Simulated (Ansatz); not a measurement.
CH6F2O2Si2, SMILES `O[Si@H](F)C[Si@@H](O)F` at its PBE0-D4/def2-TZVP geometry, where that method's forces vanish. Total charge 0; spin multiplicity 1.

```xyz
13

O     0.0450    1.9226    2.0652
Si    0.3885    1.2192    0.6360
F     1.7827    0.4165    0.7575
C    -0.8608   -0.0349    0.0867
Si   -0.2931   -1.1602   -1.2816
O     1.0354   -1.9969   -0.8533
F     0.0043   -0.2230   -2.5439
H    -0.2145    1.3812    2.8116
H     0.5960    2.3225   -0.3172
H    -1.7703    0.4904   -0.2255
H    -1.1302   -0.6683    0.9411
H    -1.3014   -2.1528   -1.6998
H     1.7181   -1.5162   -0.3767
```

What forces (eV/Å) does B3LYP-D4/def2-TZVPP give on these atoms in the Gaussian-basis code of Ansatz? (Estimate.)

Computed: 
```
O1  -0.029  0.045  0.121
Si2 -0.051  0.212 -0.172
F3   0.173 -0.099  0.007
C4  -0.117 -0.010  0.040
Si5 -0.257 -0.214 -0.018
O6   0.118 -0.033  0.044
F7   0.042  0.123 -0.167
H8  -0.016  0.018  0.059
H9  -0.012 -0.069  0.057
H10  0.043 -0.038  0.033
H11 -0.004  0.045 -0.045
H12  0.058  0.057  0.023
H13  0.054 -0.037  0.017
```

B3LYP here is the variant with VWN-RPA as its local correlation; programs differ in this.
